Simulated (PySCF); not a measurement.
[Dy(OH)4]− relaxed at several levels

Computed with PySCF 2.14.0, def2-SVP on the ligands, density fitting, scalar-relativistic core potentials, no spin-orbit coupling, vacuum. Each row is relaxed at its own level from the same template. Distances are means of the shortest metal–ligand contacts, charges and spins Mulliken's; removal energies are rigid, with the ligand's formal charge and no counterpoise, so too large; for an anion taken off a cation in vacuum most of it is the attraction of opposite charges, and multiply charged cations can part far more cheaply with an electron moved from ligand to metal. lcecp potentials hold a fixed number of 4f electrons in the core, out of states, spins and gaps.

```
level      basis on the metal    point group  M–OH (Å)  charge on M (e)  removal of one OH (eV)  strongest infrared band, degenerate modes summed (cm⁻¹)  unstable modes (below −25 cm⁻¹)
 PBE0  lcecp-1-SVP with ECP55  S4, nearly Td     2.110             0.79                    5.65                                                      223                                0
```

What does the calculation give for r2SCAN, lcecp-1-SVP with ECP55?

point group: S4, nearly Td, M–OH (Å): 2.115, charge on M (e): 0.75, removal of one OH (eV): 5.70, unstable modes (below −25 cm⁻¹): not given.
```xyz
9

Dy    0.0000    0.0000    0.0000
O     1.3435    1.0814    1.2249
H     1.9199    1.6053    1.7790
O    -1.3435   -1.0814    1.2249
H    -1.9199   -1.6053    1.7790
O     1.0814   -1.3435   -1.2249
H     1.6053   -1.9199   -1.7790
O    -1.0814    1.3435   -1.2249
H    -1.6053    1.9199   -1.7790
```

One start shape was tried for each, so a minimum needn't be the lowest isomer.
